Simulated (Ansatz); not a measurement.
Two members of one family (Series CuX(NH3)), computed with Ansatz in the gas phase. The two geometries come from different levels. Binding counts from free atoms in the multiplicity of their measured ground term, without zero-point energy. Names give formal oxidation states. The structures are stationary points that may keep the symmetry of their start.

First: Cu(NH3)F (singlet, charge 0, PBE-D4/def2-TZVP geometry).

```xyz
6

Cu    0.801    0.591   -0.603
N    -0.510   -0.377    0.384
H    -0.813   -1.218   -0.117
H    -1.345    0.193    0.560
H    -0.148   -0.678    1.294
F     2.016    1.489   -1.518
```

| level | HOMO (eV) | LUMO (eV) | gap (eV) | binding per atom (eV) |
| --- | --- | --- | --- | --- |
| PBE-D4/def2-TZVP | -4.91 | -1.59 | 3.32 | 3.22 |
| r2SCAN-D4/def2-TZVPD | -5.15 | -1.28 | 3.87 | 3.17 |
| B97M-V/def2-TZVP | -5.09 | -1.47 | 3.62 | 3.14 |
| B3LYP-D4/6-31G | -5.21 | -0.56 | 4.65 | 3.26 |
| PBE0-D4/def2-SVP | -5.75 | -0.37 | 5.38 | 3.11 |

Metal–donor distances: 1 × N 1.91 Å, 1 × F 1.77 Å.

Second: Cu(NH3)Br (singlet, charge 0, PBE0-D4/def2-TZVP geometry).

```
atom   x (Å)   y (Å)   z (Å)
 Cu1  -0.566  -0.505  -0.816
  N2   0.424   0.376   0.610
  H3   0.531  -0.231   1.417
  H4  -0.050   1.217   0.923
  H5   1.354   0.645   0.305
 Br6  -1.693  -1.502  -2.440
```

Problem. What does the change do? Estimate second minus first.

Solution. 
```csv
level,Δ HOMO (eV),Δ LUMO (eV),Δ gap (eV),Δ binding per atom (eV)
PBE-D4/def2-TZVP,-0.11,-0.08,0.03,-0.18
r2SCAN-D4/def2-TZVPD,-0.15,-0.06,0.08,-0.15
B97M-V/def2-TZVP,-0.22,-0.07,0.15,-0.16
B3LYP-D4/6-31G,-0.14,-0.19,-0.05,-0.23
PBE0-D4/def2-SVP,-0.17,-0.18,-0.01,-0.10
```

Metal–donor distances: 1 × N 1.95 Å, 1 × Br 2.21 Å.
